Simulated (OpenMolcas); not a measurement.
An atom or ion with 44 electrons was computed by MS-RASPT2, IPEA 0.25 Eh, imaginary shift 0.1 Eh with spin-orbit coupling (OpenMolcas, ANO-RCC-VTZP, DKH2). The lowest levels that the run gave, each within 12 % of the measured value where one is at hand:

```csv
J,Parity,E (cm⁻¹),g
4,even,0.0,1.248
3,even,4180,1.084
2,even,5790,0.737
2,even,11900,1.229
1,even,16100,1.501
0,even,16330,
2,even,17270,1.201
4,even,21250,1.002
0,even,48130,
5,even,97080,1.396
4,even,99650,1.344
3,even,101640,1.248
```

Question: Which ion is it, and what are the configurations and terms?

Answer: Ag3+ (Z = 47, charge +3; active space 8 electrons in 9 orbitals (RAS2 4d 5s; RAS3 5p, at most 2 electrons)). J, parity and g give the terms where levels are pure, and mixed ones are named by the computed weights; the size of the splittings, set against known spectra of the 44-electron sequence, gives the charge. In order, with the measured energies in cm⁻¹ (the list in Gamrath, thesis, University of Mons (2023)): 4d⁸ ³F₄, 4d⁸ ³F₃ (4172), 4d⁸ ³F₂ (5830), 4d⁸ ³P₂ [55 %], 4d⁸ ³P₁ (15900), 4d⁸ ³P₀ (16092), 4d⁸ ¹D₂ [52 %], 4d⁸ ¹G₄ (20570), 4d⁸ ¹S₀ (47139), 4d⁷ 5s ⁵F₅ (96397), 4d⁷ 5s ⁵F₄ (99147), 4d⁷ 5s ⁵F₃ (101261).

Term energies are means over components that CASPT2 splits; among the terms shown or strongly mixed into the levels shown the widest spread is 1100 cm-1 (4d⁸ ¹G). Some high roots are left out of the spin-orbit mixing, which shifts the levels that they would mix with. Terms from blocks run as CI alone lack orbitals of their own. A single d shell beside an s shell can misplace configurations of different d count against each other. Measured partners are found by configuration, term and J. A level has none where our copy of the source lacks it or the pairing is in doubt (some pairs that miss far off the trend of their configuration count as doubtful), and it then counts in no deviation. Only configurations of the active space appear.

A share in square brackets marks a mixed level and gives the weight of the term that names it.
